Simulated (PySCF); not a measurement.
System: Ge5H12, net charge 0, singlet state. SMILES: [GeH3][GeH2][GeH2][GeH2][GeH3]
Structure (B3LYP-D3(BJ)/def2-TZVP (Ansatz) minimum search):
```xyz
17

Ge     3.0687     0.3148    -1.0864
Ge     2.0603     0.9163     1.0503
Ge    -0.0739    -0.2427     1.2976
Ge    -1.4308     0.0559    -0.7082
Ge    -3.6079    -1.0224    -0.5041
H      4.4703     0.9319    -1.2417
H      2.1786     0.8154    -2.2376
H      3.1897    -1.2158    -1.1975
H      3.0145     0.5623     2.2093
H      1.8155     2.4385     1.0887
H     -0.8444     0.2728     2.5306
H      0.1836    -1.7496     1.5041
H     -1.6160     1.5639    -0.9748
H     -0.6677    -0.5329    -1.9125
H     -4.3748    -0.4274     0.6904
H     -4.4520    -0.8295    -1.7772
H     -3.4210    -2.5308    -0.2606
```
Charge 0, spin multiplicity 1.

Dispersion corrections to the total energy (kcal/mol) from the dftd3 and dftd4 libraries through PySCF: D3(BJ) without and D4 with the three-body term, each with the damping fitted for the functional named.

```
functional  D3(BJ)      D4
----------  ------  ------
PBE         -10.45  -10.82
BLYP        -23.95     ___
BP86        -20.82     ___
TPSS        -14.13  -14.42
PW6B95       -8.20     ___
PBE0        -10.13   -9.50
BHLYP       -17.95  -16.38
```

Problem. Some entries are withheld; supply them.

Solution. 
- BLYP, D4: -22.16
- BP86, D4: -15.80
- PW6B95, D4: -7.20
